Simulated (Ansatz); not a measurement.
Reaction (cleavage of the Si–B bond): `CB(F)[SiH2]O` + `[OH][GeH2][OH]` → `O[SiH2][O][GeH2][OH]` + `CBF`

Program: Ansatz. Geometries: PBE0-D4/def2-TZVP. ΔE: electronic, gas phase. CBS: MP2 limit from def2 TZ/QZ plus the TZ coupled-cluster correction, frozen cores. This one scheme is used for every species. DFT in def2-TZVPP. B3LYP here is the variant with VWN-RPA as its local correlation; programs differ in this. For Ge outer-core shells are correlated without core-valence functions, which leaves a few kJ/mol of doubt a bond. Scalar relativity is left out up to krypton. Each species was taken in one conformer, which may not be the lowest.

CCSD(T)/CBS gives -1.73 eV.

(1) Another level gave -1.82 eV. Which?
A. B3LYP/def2-TZVPP
B. HF/def2-TZVPP
C. MP2/def2-TZVPP
D. PBE0/def2-TZVPP

Largest T1 diagnostic among the species: 0.013.

Results:

(1) C. MP2/def2-TZVPP -1.82, B3LYP -1.69, PBE0 -1.56, HF/def2-TZVPP -1.97 eV.

In def2-TZVPP, CCSD(T) changes the Hartree–Fock value by +0.23 eV (the triples alone add +0.03 eV) and MP2 by +0.15 eV. From PBE to PBE0 (25 % exact exchange), in def2-TZVPP and without D4, ΔE moves by −0.11 eV.
